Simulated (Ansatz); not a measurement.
InSi₆⁻, relaxed as a singlet with RKS PBE0-D4/def2-SVPD in Ansatz, starting from the GFN2-xTB geometry. Force threshold 0.02 eV/Å.

In the def2 sets In takes a core potential; there is no spin–orbit coupling. The structure comes from a short search, and lower isomers may exist.

Start:

```tsv
atom	x (Å)	y (Å)	z (Å)
In1	0.591	0.313	-0.364
Si2	-0.455	-1.259	-2.269
Si3	1.258	2.770	0.476
Si4	0.970	-1.159	1.796
Si5	0.055	2.740	-1.355
Si6	-1.231	-1.560	1.989
Si7	-1.189	-1.845	-0.273
```

```tsv
step	energy (eV)	largest force component (eV/Å)	SCF passes
1	-52404.1012	0.962	22
2	-52404.4931	0.345	28
3	-52404.6395	0.196	23
4	-52404.6860	0.211	23
5	-52404.7716	0.403	26
6	-52404.8840	0.503	26
7	-52405.0399	0.470	26
8	-52405.2130	0.509	27
9	-52405.3565	0.464	28
10	-52405.4596	0.251	23
11	-52405.5384	0.214	23
12	-52405.6248	0.201	24
13	-52405.7519	0.275	23
14	-52405.9446	0.358	23
15	-52406.2201	0.447	23
16	-52406.5794	0.588	24
17	-52406.8748	0.589	23
18	-52407.0995	0.361	22
19	-52407.2254	0.221	26
20	-52407.2494	0.336	23
21	-52407.2645	0.433	24
22	-52407.2952	0.124	24
23	-52407.2984	0.086	24
24	-52407.2994	0.020	19
25	-52407.2995	0.004	21
```

Force components are those of the run's own axes.

End:

```
atom    x (Å)    y (Å)    z (Å)
 In1   0.4796   0.5459  -2.0178
 Si2  -0.0588  -2.0124  -1.3945
 Si3   0.0220   1.2158   0.9124
 Si4   0.9413  -1.1824   0.5910
 Si5   0.5676   2.7595  -0.5878
 Si6  -0.5450  -0.5263   2.3602
 Si7  -1.4068  -0.8000   0.1364
```

Bonds formed: Si2–Si4, Si3–Si4, Si3–Si6, Si3–Si7, Si4–Si7 (atoms count from 1). The end is the same structure that another start reached, the lowest one found.

No frequencies were taken in this run, so the end may be a saddle point.

Hardware: 4 threads of Arm Neoverse V2 on a shared host. Wall time 2.4 min, peak host memory 0.6 GiB.
